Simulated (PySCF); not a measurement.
C4H9NSi, SMILES C=C=C[Si@@H](C)N. Atoms are numbered in the order given.

```xyz
15

C      3.0800    -0.8486     0.1244
C      1.8767    -0.4989     0.5120
C      0.6588    -0.1445     0.8506
Si    -0.6772     0.2248    -0.4124
C     -2.1090    -0.9757    -0.2672
N     -1.2983     1.8090    -0.0553
H      3.3401    -1.9006    -0.0381
H      3.8630    -0.1001    -0.0412
H      0.4139    -0.0631     1.9217
H     -0.0331     0.0585    -1.7590
H     -2.5530    -0.9365     0.7404
H     -1.7740    -2.0076    -0.4574
H     -2.9024    -0.7438    -0.9974
H     -2.1736     2.0958    -0.4857
H     -0.6518     2.5935    -0.0425
```
Charge 0, spin multiplicity 1.

Geometry: r2SCAN-D4/def2-SVP. The structure was generated by enumeration; whether it is a known compound was not checked. One conformer was computed; it need not be the lowest.

All values below come from TDA-ωB97X/def2-SVPD (PySCF).

Vertical excitations. 

List the lowest excited states. (The exact figures need the calculation; the answer reports its results.)


```
state  energy (eV)  λ (nm)      f                                                                      main pairs
-----  -----------  ------  -----  ------------------------------------------------------------------------------
S1            5.60     221  0.001                                                                  HOMO→LUMO 75 %
S2            6.44     192  0.001                                          HOMO−2→LUMO+2 61 %, HOMO−1→LUMO+2 27 %
S3            6.86     181  0.027            HOMO−1→LUMO 36 %, HOMO−1→LUMO+1 14 %, HOMO→LUMO+1 9 %, HOMO→LUMO 8 %
S4            7.32     169  0.046         HOMO−2→LUMO 33 %, HOMO→LUMO+2 29 %, HOMO−1→LUMO 18 %, HOMO−1→LUMO+1 7 %
S5            7.42     167  0.039                                              HOMO→LUMO+3 52 %, HOMO→LUMO+1 25 %
S6            7.58     164  0.117          HOMO−1→LUMO+1 21 %, HOMO−1→LUMO 18 %, HOMO→LUMO+1 9 %, HOMO−2→LUMO 9 %
S7            7.82     159  0.033  HOMO−2→LUMO+3 29 %, HOMO−2→LUMO+1 23 %, HOMO−1→LUMO+3 22 %, HOMO−1→LUMO+1 11 %
S8            7.88     157  1.292                                              HOMO→LUMO+2 41 %, HOMO−2→LUMO 32 %
S9            8.22     151  0.046     HOMO−1→LUMO+3 18 %, HOMO−2→LUMO+3 11 %, HOMO−1→LUMO+4 10 %, HOMO→LUMO+4 7 %
S10           8.47     146  0.014                                          HOMO−1→LUMO+2 47 %, HOMO−2→LUMO+2 22 %
T1            4.56     272      0                            HOMO−2→LUMO 40 %, HOMO→LUMO+2 18 %, HOMO−1→LUMO 17 %
T2            4.83     257      0         HOMO→LUMO+2 47 %, HOMO−2→LUMO 16 %, HOMO−1→LUMO+2 10 %, HOMO−1→LUMO 7 %
T3            5.25     236      0                                                                  HOMO→LUMO 75 %
T4            6.11     203      0                                          HOMO−2→LUMO+2 60 %, HOMO−1→LUMO+2 27 %
```
Triplets are in the Tamm–Dancoff approximation.
